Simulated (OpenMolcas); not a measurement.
# Tm2+: ligand-field states by method

Tm2+ with 2 ligands (oxide) in linear coordination (D∞h) at 2.15 Å. A charge of +1 e stands 3.2 Å behind each ligand. Ligand basis ANO-RCC-VDZP.
```
Tm    0.0000    0.0000    0.0000
O     0.0000    0.0000    2.1500
O     0.0000    0.0000   -2.1500
```

| Property | Result |
| --- | --- |
| Program | OpenMolcas 26.06 |
| Basis | ANO-RCC-VDZP [7s6p4d2f1g] |
| Scalar Hamiltonian | DKH2, point nucleus |
| Active space | 13 electrons in 7 orbitals (4f) |
| State averaging | 2S+1 = 2 odd, 7 roots |
| Spin-orbit coupling | RASSI with atomic mean-field integrals over the reference wave functions |

I. CASSCF
II. SS-CASPT2, IPEA 0.25 Eh, imaginary shift 0.1 Eh (closed shells correlated: 5s 5p and the ligand valence shells)

Spin-free states (labels by Λ) in cm-1, each column counted from its own energy of the first state listed:

| State | Degeneracy | I | II |
| --- | --- | --- | --- |
| 2Σ | 1 | 0 | 0 |
| 2Π | 2 | 846 | 1000 |
| 2Δ | 2 | 2188 | 2410 |
| 2Φ | 2 | 3984 | 4180 |

From I to II, I's first state of the same spin (2Π) moves from 846 to 1000 cm-1, by about +160 cm-1.

With spin-orbit coupling the lowest J multiplet is 3708 (I), 3843 (II) cm-1 wide, a factor of 1.04 from I to II.

χT at 300 K: I 1.91, II 1.86 cm3 K/mol.

Over all roots computed the reference weight is 0.74 in II; a low but even weight reflects the number of correlated electrons. The oxide ions are held by bare point charges, a crude embedding. Without dynamic correlation the ligand-field splitting of an f shell can come out too small, at times by half (holds for I). Splittings of an f shell from a small cluster at a set distance can be off by tens of per cent, mostly too small (holds for II). No measured value stands beside these numbers; the geometry was imposed, not optimised, and the real ion may take another.
